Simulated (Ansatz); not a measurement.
Start from `[NH2][GeH]([F])[SiH3]` and change one atom or group to get `[CH3][GeH]([NH2])[F]`.

Ansatz, PBE0-D4/def2-TZVP geometries, multiplicity 1. Each molecule was computed in one conformer, which needn't be the lowest.

Scalar relativity is left out up to krypton.

```tsv
property	`[NH2][GeH]([F])[SiH3]`
HOMO energy (ωB97M-V/def2-TZVPP) / eV	-10.35
size of the dipole moment (PBE/def2-TZVPP) / D	1.62
LUMO energy (PBE0/def2-TZVPP) / eV	-0.12
size of the dipole moment (B3LYP/def2-TZVPP) / D	1.68
LUMO energy (PBE/def2-TZVPP) / eV	-0.93
HOMO–LUMO gap (PBE/def2-TZVPP) / eV	5.54
```

(1) What does the change do to each property? (Best estimate.)

Results:

(1) Computed: 
| property | `[CH3][GeH]([NH2])[F]` | shift |
| --- | --- | --- |
| HOMO energy (ωB97M-V/def2-TZVPP) / eV | -10.27 | 0.08 |
| size of the dipole moment (PBE/def2-TZVPP) / D | 1.73 | 0.11 |
| LUMO energy (PBE0/def2-TZVPP) / eV | 0.76 | 0.88 |
| size of the dipole moment (B3LYP/def2-TZVPP) / D | 1.78 | 0.10 |
| LUMO energy (PBE/def2-TZVPP) / eV | -0.09 | 0.84 |
| HOMO–LUMO gap (PBE/def2-TZVPP) / eV | 6.24 | 0.70 |

With PBE0 the HOMO rises by 0.12 eV and the LUMO rises by 0.88 eV, so the gap widens by about 0.76 eV. PBE moves the HOMO by 0.14 eV and ωB97M-V by 0.08 eV. Dipoles are sizes alone; their direction can turn.

B3LYP here is the variant with VWN-RPA as its local correlation; programs differ in this.
